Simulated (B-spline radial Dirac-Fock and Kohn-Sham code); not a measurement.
**Relativistic shifts of the levels of Ge²⁰⁺**

System: germanium as Ge²⁰⁺, [Ne] 3s2.

Both columns are ΔSCF binding energies of the configuration average from a B-spline atomic structure program: non-relativistic Hartree-Fock with a point nucleus, and Dirac-Fock with a finite nucleus and the Coulomb interaction alone, averaged over the two j levels with weights 2j+1.

| shell | Hartree-Fock (eV) | Dirac-Fock (eV) | shift (eV) | shift (%) |
| --- | --- | --- | --- | --- |
| 1s | 11845.1 | 12005.1 | +160.02 | +1.35 |
| 2s | 2215.8 | 2254.0 | +38.18 | +1.72 |
| 2p | 2058.4 | 2068.6 | +10.24 | +0.50 |
| 3s | 823.0 | 833.1 | +10.15 | +1.23 |

Relativity binds 1s, 2s, 2p, 3s more strongly, among those listed most of all 2s in relative terms.

Values without a named source are computed, but for edge energies of neutral atoms, which are taken from tables.
